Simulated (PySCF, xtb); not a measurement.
CH5F2NOSi, SMILES N[Si@](O)(F)CF.

GFN2-xTB run with xtb at its own geometry gives an orbital gap of 7.43 eV and a dipole moment of 1.15 D.

Geometry: B3LYP-D3(BJ)/def2-SVP. The structure was generated by enumeration; whether it is a known compound was not checked. Other conformers were not sampled.

### Question
What does HF/def2-TZVP in PySCF give? (An estimate is asked for; the answer gives what the named calculation found.)

### Answer
gap 15.14 eV (levels -11.78 and 3.37 eV), dipole 0.69 D.
